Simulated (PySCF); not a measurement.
PBE on Ge⁻ (germanium, charge -1), [Ar] 3d10 4s2 4p3, high-spin 4S determinant. Computed with PySCF 2.14 in x2c-QZVPPall with one added diffuse shell each of s, p, d, f type (12s9p6d5f1g, 113 functions), with scalar relativity by spin-free X2C-1e.

```
cycle= 1 E= -2098.55417872449  delta_E= -0.0279  |g|= 0.191  |ddm|= 0.276
cycle= 2 E= -2098.54735561518  delta_E= 0.00682  |g|= 0.33  |ddm|= 0.121
cycle= 3 E= -2098.55800431171  delta_E= -0.0106  |g|= 0.0105  |ddm|= 0.0929
cycle= 4 E= -2098.5579868928  delta_E= 1.74e-05  |g|= 0.00889  |ddm|= 0.0379
cycle= 5 E= -2098.55806243518  delta_E= -7.55e-05  |g|= 0.000296  |ddm|= 0.0197
cycle= 6 E= -2098.55806250048  delta_E= -6.53e-08  |g|= 1.22e-05  |ddm|= 0.000636
cycle= 7 E= -2098.55806250053  delta_E= -5e-11  |g|= 2.55e-07  |ddm|= 3.71e-05
converged SCF energy = -2098.55806250053  <S^2> = 3.7506655  2S+1 = 4.0003327
```

Highest occupied orbital energy: 1.154 eV; ⟨L²⟩ = 0.00; populations by l: s 8.00, p 15.00, d 10.00, f 0.00.

Can this result be used?

With care. The calculation finished and met its thresholds. At PBE the highest occupied level has a positive energy, so only the finite basis holds that electron; in a semilocal or global hybrid functional this comes from self-interaction and does not mean that the real anion is unbound.
